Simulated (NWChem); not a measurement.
# SnH3O2Br; SMILES [OH][SnH]([OH])[Br]

```xyz
7

Sn    -0.0068     0.7122     0.2594
O     -1.5430     1.5264    -0.6598
O      1.6470     1.3351    -0.6189
Br    -0.0291    -1.7624    -0.0575
H     -0.1117     1.1590     1.8921
H     -1.5026     1.4244    -1.6184
H      2.1420     0.5998    -1.0015
```
Atoms are numbered in this order, from 1.

Structure relaxed at the PBE0/def2-SVP level. No frequency run checked for a minimum. B3LYP is NWChem's, with the RPA form of VWN correlation. def2 effective core potentials on Sn; no spin-orbit coupling.

Task: List the 4 lowest vertical singlet excitations from B3LYP/def2-SVPD with def2 effective core potentials on Sn, TDA (NWChem).

Result: 
```csv
state,energy (eV),oscillator strength,leading excitation (squared amplitude)
S1,5.25,0.013,HOMO → LUMO (0.94)
S2,5.32,0.023,HOMO−1 → LUMO (0.94)
S3,5.67,0.052,HOMO−2 → LUMO (0.87)
S4,5.84,0.055,HOMO−3 → LUMO (0.85)
```
